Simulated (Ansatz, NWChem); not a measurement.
# H2Te (hydrogen telluride): from total energies to a heat of formation

H2Te: 3 atoms, total charge 0, spin state singlet. As SMILES, `[TeH2]`. The coordinates come from a PBE0-D4/def2-TZVP relaxation.

```xyz
3

Te    0.5790   -0.4640    0.2590
H     0.2517    1.1592    0.2661
H    -0.8416   -0.7601   -0.5383
```

Total energies at SVWN5/def2-TZVPPD (core potential) (NWChem 7.3.0); the atoms run unrestricted:

| species | state | energy (Eh) |
| --- | --- | --- |
| H2Te | singlet | -268.806063 |
| Te | triplet | -267.585634 |
| H | doublet | -0.478344 |

Harmonic wavenumbers at PBE0-D4/def2-TZVP, in cm⁻¹: 891, 2164, 2172.

Measured heats of formation of the gaseous atoms at 298.15 K, in kJ/mol: Te 196.7, H 218.0. Spin-orbit lowering of the atoms at 298 K (mean of the ground term's levels less their thermal mean, from spectra), in kJ/mol: Te 25.20. Take 1 Eh = 2625.50 kJ/mol, 1 cm⁻¹ = 0.0119627 kJ/mol, RT = 2.479 kJ/mol.

Work out the heat of formation of the gas at 298 K.


1. Electronic atomisation energy: (-267.585634) + 2 × (-0.478344) − (-268.806063) = 0.263741 Eh = 692.5 kJ/mol.
2. Zero-point energy: half the sum of the wavenumbers, 2613.5 cm⁻¹ = 31.3 kJ/mol.
3. Thermal vibrational enthalpy, Σ hcν̃/(exp(hcν̃/kT) − 1): 0.1 kJ/mol. Translation, rotation and pV of a non-linear molecule: 4 RT = 9.9 kJ/mol.
4. The 3 free atoms carry 5/2 RT each: 18.6 kJ/mol.
5. Spin-orbit coupling lowers the free atoms by 25.20 = 25.2 kJ/mol.
6. Atomisation enthalpy at 298 K: 692.5 − 25.2 − 31.3 − 0.1 − 9.9 + 18.6 = 644.6 kJ/mol.
7. Sum of the atoms' heats of formation: 632.7 kJ/mol. Heat of formation: 632.7 − 644.6 = -11.9 kJ/mol.

The tabulated value is +99.6 kJ/mol (CRC Handbook of Chemistry and Physics), so this level is off by -111.5 kJ/mol, or 20.9 % of the atomisation enthalpy. The LDA overbinds, which puts heats of formation too low. Anharmonicity and any spin-orbit splitting of the molecule are left out.
